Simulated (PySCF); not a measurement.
## Exact mass, isotope pattern and composition

Species: `C[Si](C)(C)C` (TMS).

Calculated for natural abundance.

(1) Find the molar and monoisotopic masses of C4H12Si.

(2) Give the isotope pattern of the molecular ion M+•, merging species of the same nominal mass.

(3) Double-bond equivalents and nitrogen rule?

(4) What resolving power m/Δm just matches the spacing of the species with one 29Si and with one 13C?

(5) Which m/z would the protonated, sodiated and deprotonated molecule have?

(6) Which singly substituted isotopologues are there?

(7) What share of all molecules is the monoisotopic species?

## Answers

(1) For C4H12Si, with standard atomic weights, 4 × 12.011 + 1 × 28.085 + 12 × 1.008 = 88.225 g/mol. From the most abundant isotopes (12C, 28Si, 1H), 4 × 12.000000 + 1 × 27.976927 + 12 × 1.007825 = 88.0708 u.

(2) 
| nominal mass | m/z (centroid) | relative intensity |
| --- | --- | --- |
| 88 | 88.0703 | 100.0 |
| 89 | 89.0717 | 9.5 |
| 90 | 90.0677 | 3.7 |
| 91 | 91.0708 | 0.2 |

Lines under 0.1 % of the tallest are left out. One electron mass, 0.00055 u, is taken off. Abundances used (%; other tables differ somewhat): 12C 98.93, 13C 1.07; 28Si 92.2297, 29Si 4.6832, 30Si 3.0872; 1H 99.9885, 2H 0.0115.

(3) (2 × 5 + 2 + 0 − 12)/2 = 0; the structure has 0 rings and 0 π bonds. The nominal mass 88 is even, with 0 nitrogens, as the rule says.

(4) They lie 0.00379 u apart at mass 89.07, so m/Δm is about 24000.

(5) [M+H]+ 89.0781, [M+Na]+ 111.0600, [M−H]− 87.0636, for the monoisotopic species (arithmetic only; whether such ions form is another matter).

(6) Intensity in % of the monoisotopic species:

```tsv
isotope	mass shift (u)	m/z	intensity (%)
29Si	+0.99957	89.0698	5.08
13C	+1.00335	89.0736	4.33
2H	+1.00628	89.0766	0.14
30Si	+1.99684	90.0671	3.35
```

Species under 0.02 % are left out.

(7) 0.9893^4 × 0.922297 × 0.999885^12 = 88.22 %.
